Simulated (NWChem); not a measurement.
System: SiI$_{4}$; SMILES I[Si](I)(I)I

Here is an NWChem input.

```
start job
memory heap 200 mb stack 900 mb global 1100 mb
geometry units angstroms noautoz
  I     -1.433931     1.658758     1.120308
  Si     0.000016     0.000011     0.000001
  I     -1.408964    -1.691110    -1.103495
  I      1.398894     1.127925    -1.683333
  I      1.444067    -1.095512     1.666513
end
basis spherical
  * library def2-svp
end
ecp
  I library def2-ecp
end
dft
  xc b3lyp
  iterations 150
  mulliken
end
task dft energy
```

Coordinates come from a PBE-D3(BJ)/def2-SVP optimisation. Not confirmed as a minimum by frequencies. def2 effective core potentials on I; no spin-orbit coupling.

Q: What results follow from this input? (B3LYP/def2-SVP with def2 effective core potentials on I.) Quantities: energy (Ha); highest occupied level (eV); orbital gap (eV).

A: The energy (Ha) is -1480.74 and the highest occupied level (eV) comes out as -7.39. The orbital gap (eV) is 4.34.
